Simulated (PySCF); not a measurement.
C6H13N3Si.
Structure used (GFN2-xTB), in Å, numbered top down from 1:
```xyz
23
C6H13N3Si angstrom
C     -2.2296   -0.6194   -0.5681
C     -0.9582   -0.1688    0.1538
C     -1.0734    1.3148    0.5053
C     -0.7530   -1.0165    1.4128
N      0.1679   -0.3873   -0.7428
N      0.0034   -1.1330   -1.8270
N      1.1187   -1.2359   -2.4470
C      2.0469   -0.5535   -1.7665
C      1.4640    0.0152   -0.6416
Si     2.3688    1.0813    0.5986
H     -2.3755   -0.0394   -1.4752
H     -2.1587   -1.6663   -0.8462
H     -3.0884   -0.4810    0.0832
H     -2.0130    1.4902    1.0229
H     -1.0598    1.9200   -0.3986
H     -0.2621    1.6346    1.1528
H     -1.5983   -0.8930    2.0844
H     -0.6728   -2.0675    1.1444
H      0.1523   -0.7212    1.9362
H      3.0637   -0.4972   -2.0973
H      2.0434    0.6858    1.9738
H      2.0141    2.4881    0.3926
H      3.7948    0.8768    0.3594
```

Probes without a nucleus sit at each ring's centroid and 1 Å off its mean plane on both sides; NICS is minus the shielding there, NICSzz its component along the normal. Level: GIAO PBE0/pcSseg-1 (PySCF, non-relativistic, gas phase) on the GFN2-xTB geometry, one conformer.

Ring bond lengths (Å), with Mayer bond orders in brackets: N5–N6 1.326 (1.21), N6–N7 1.280 (1.45), N7–C8 1.338 (1.39), C8–C9 1.389 (1.43), C9–N5 1.361 (1.09).

Task: Give the NICS values of each ring in ppm.

Result: 
```tsv
ring	type	NICS(0)	NICS(1), two faces	NICS(1)zz, two faces	rms pucker (Å)	centre to ring atoms, mean (Å)
N5–N6–N7–C8–C9	5-membered ring with 3 N; formal bonds all aromatic	-12.8	-13.5 / -13.6	-33.5 / -33.6	0.00	1.14
```

Task: What do they say, and how far can they be read as aromaticity?

Result: 
- N5–N6–N7–C8–C9: mean NICS(1)zz -33.6 ppm, shielded, aromatic by this magnetic criterion (flat ring, no four-coordinate atom).

Task: What does the geometric index give? Use HOMA with the parameters of Krygowski (1993).

Result: 
- N5–N6–N7–C8–C9: HOMA 0.96; the largest term is that of N6–N7, α(R − Ropt)² = 0.11. The geometric and the magnetic index point the same way.
